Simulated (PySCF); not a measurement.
## Bonding in `BOBN[SiH3]`

B2H7NOSi.
SMILES with atom numbers: `[BH2:1][O:2][BH:3][NH:4][SiH3:5]` (hydrogens: H6, H7 on B1; H8 on B3; H9 on N4; H10, H11, H12 on Si5)

Geometry (PBE0-D3(BJ)/def2-SVP, Å), atoms numbered from 1 in this order:
```xyz
12
B2H7NOSi angstrom
B      2.8004    0.3097   -0.4365
O      1.5318   -0.0979   -0.5308
B      0.3364   -0.3730    0.0723
N     -0.7101    0.5702    0.0376
Si    -2.3281    0.3693    0.6842
H      3.4916    0.2658   -1.4299
H      3.2278    0.7244    0.6221
H      0.1782   -1.4515    0.5947
H     -0.4961    1.4492   -0.4282
H     -2.3967   -0.9830    1.3007
H     -3.3511    0.4952   -0.3978
H     -2.6218    1.4163    1.7095
```

Bond orders from the PBE0/pcSseg-1 density (PySCF). Geometry: PBE0-D3(BJ)/def2-SVP, one conformer, isolated molecule.

**Question.** How far do the computed orders between heavy atoms stray from the drawn ones?

**Answer.** The largest departure is 0.240, at B3–N4 (drawn single, 1.240). Drawn single, order above 1.12: B1–O2 (1.225) and B3–N4 (1.240).

**Question.** Give the Mayer order of every bond between heavy atoms, beside its length.

**Answer.** 
```
  bond  drawn as  length (Å)  Mayer order
 B1–O2    single       1.336        1.225
 O2–B3    single       1.367        1.027
 B3–N4    single       1.409        1.240
N4–Si5    single       1.754        0.922
```

By pair of heavy elements: B–O: lowest O2–B3 (1.027, 1.367 Å), highest B1–O2 (1.225, 1.336 Å).

**Question.** And the bonds to hydrogen?

**Answer.** B–H: 0.96 to 0.97 (3 bonds); H–N: 0.91 (1 bond); H–Si: 0.93 to 0.95 (3 bonds).

**Question.** Sum the orders of all bonds at each heavy atom with more than one neighbour and set the sums beside the valence in the SMILES.

**Answer.** B1 3.143 (drawn 3), O2 2.252 (drawn 2), B3 3.235 (drawn 3), N4 3.067 (drawn 3), Si5 3.724 (drawn 4). Orders between atoms that aren't bonded are not in these sums.

For a closed shell the Mayer order of atoms A and B is Σ (PS)μν (PS)νμ over the basis functions μ on A and ν on B, with P the density and S the overlap matrix.
